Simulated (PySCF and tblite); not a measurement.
Results of a calculation; reference values are marked as such.
System: B2Cl2H5N3, numbered as in [NH2:1][B:2]([NH2:3])[NH:4][B:5]([Cl:6])[Cl:7].

Motion: rotation about the B2–N4 bond (torsion N1–B2–N4–B5 from 0° to 180°, rising). GFN2-xTB gives an electronic barrier of 3.8 kcal/mol.

What does PBE0/pcSseg-1 + D3(BJ) give on PBE0-D3(BJ)/def2-SVP geometries?

A barrier of 3.5 kcal/mol, 0.2 below the tight-binding barrier (from unrounded values) and, with GFN2-xTB thermal terms, ΔG‡(298 K) = 3.7 kcal/mol and k = 2.3×10¹⁰ s⁻¹ (2 equivalent paths).

And the level of the geometries itself, PBE0-D3(BJ)/def2-SVP?

3.9 kcal/mol.

Programs: tblite and PySCF.
